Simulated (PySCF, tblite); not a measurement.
Isomers of C4H12NOPSi2, one GFN2-xTB conformer each. Single-point energies are computed at PBE0/pcSseg-1 (PySCF, gas phase, no added dispersion term), electronic only.

Question: Rank them by PBE0/pcSseg-1 energy, lowest first (kcal/mol).
A. `[CH:1]#[C:2][CH2:3][P@@:4]([CH3:5])(=[O:6])[N:7]([SiH3:8])[SiH3:9]` with C2–C3–P4–C5 -59°, C3–P4–N7–Si8 74°
B. `[O:1]=[P@@:2]1([N:3]([SiH3:4])[SiH3:5])[CH:6]=[CH:7][CH2:8][CH2:9]1` with O1–P2–N3–Si4 2°, O1–P2–C6–C7 128°, C6–C7–C8–C9 -14°, C7–C8–C9–P2 18°, O1–P2–C9–C8 -136°

Answer: B (0.0), A (33.9).

As drawn, the lower has a C=C bond outside aromatic rings, which the higher lacks; the higher has a C≡C bond, which the lower lacks. GFN2-xTB itself gives, in the same order: 0.0, 31.4. Both levels put the same isomer lowest.

Q: Which frontier levels, dipoles and rotational constants go with these structures?

A: 
```tsv
SMILES	HOMO (eV, PBE0/pcSseg-1)	LUMO (eV)	dipole (D)	A, B, C (MHz)
O=[P@@]1(N([SiH3])[SiH3])C=CCC1	-7.52	-0.58	4.10	1542, 897.4, 688.3
C#CC[P@@](C)(=O)N([SiH3])[SiH3]	-7.40	-0.06	3.53	1563, 703.6, 598.9
```

Q: What happens when harmonic zero-point energies from GFN2-xTB frequencies are added?

A: 
```json
{"SMILES": "O=[P@@]1(N([SiH3])[SiH3])C=CCC1", "ZPE (kcal/mol)": "92.1", "electronic (kcal/mol)": "0.0", "with ZPE (kcal/mol)": "0.0"}
{"SMILES": "C#CC[P@@](C)(=O)N([SiH3])[SiH3]", "ZPE (kcal/mol)": "88.8", "electronic (kcal/mol)": "33.9", "with ZPE (kcal/mol)": "30.7"}
```

The zero-point energies span 3.3 kcal/mol. The order is unchanged.
